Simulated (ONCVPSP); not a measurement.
## Scattering properties, ONCV potential for Br

ONCVPSP 4.0.1 input, shortened (lines: element, Z, core and valence counts, functional; n l f; lmax; l rc ep ncon nbas qcut; lloc lpopt rc5 dvloc0; l nproj debl; icmod fcfact rcfact), PBE, scalar-relativistic:

```
  Br 35.00    3    5        4      upf
    1    0    2.00
    2    0    2.00
    2    1    6.00
    3    0    2.00
    3    1    6.00
    3    2   10.00
    4    0    2.00
    4    1    5.00
    2
    0    0.80    0.00    4    8   17.50
    1    0.80    0.00    4    8   21.20
    2    0.90    0.00    4    8   17.20
    4    5    0.50    3.00
    0    2    2.90
    1    2    3.50
    2    2    3.50
    3    5.00    1.45
```

The phase is arctan(r·R′/R) of the radial function R(r), unwrapped; energies in Ha, scanned from -10 to 5 Ha. A pole is an energy at which the radial function vanishes at the test radius. The pseudo phase is shifted by a multiple of π to meet the all-electron one at the reference energy, and phase errors are pseudo minus all-electron; the curves can meet again beyond the range given. Levels narrower than the energy grid can be missing from the lists of poles.

```csv
channel,radius (bohr),reference energy (Ha),"poles, all-electron","poles, pseudo",unbroken range about the reference energy with phases within 0.05 rad,phase error 1 Ha above the reference energy (rad)
s,0.81,-0.74,-5.83,-5.83,the whole range,+0.000
p,0.81,-0.29,-3.38,-3.38,the whole range,+0.000
d,0.91,-2.45,-0.92,-0.92,the whole range,-0.000
```

Phases in the p channel:

| E (Ha) | all-electron | pseudo |
| --- | --- | --- |
| -9.96 | 0.379 | 0.379 |
| -9.16 | -0.049 | -0.049 |
| -8.36 | -0.544 | -0.544 |
| -7.56 | -0.926 | -0.926 |
| -6.76 | -1.167 | -1.167 |
| -5.96 | -1.320 | -1.320 |
| -5.16 | -1.424 | -1.424 |
| -4.36 | -1.500 | -1.500 |
| -3.56 | -1.559 | -1.559 |
| -2.76 | -1.608 | -1.608 |
| -1.96 | -1.651 | -1.651 |
| -1.16 | -1.690 | -1.690 |
| -0.36 | -1.727 | -1.727 |
| 0.44 | -1.765 | -1.765 |
| 1.24 | -1.804 | -1.804 |
| 2.04 | -1.846 | -1.846 |
| 2.84 | -1.893 | -1.893 |
| 3.64 | -1.948 | -1.948 |
| 4.44 | -2.014 | -2.014 |
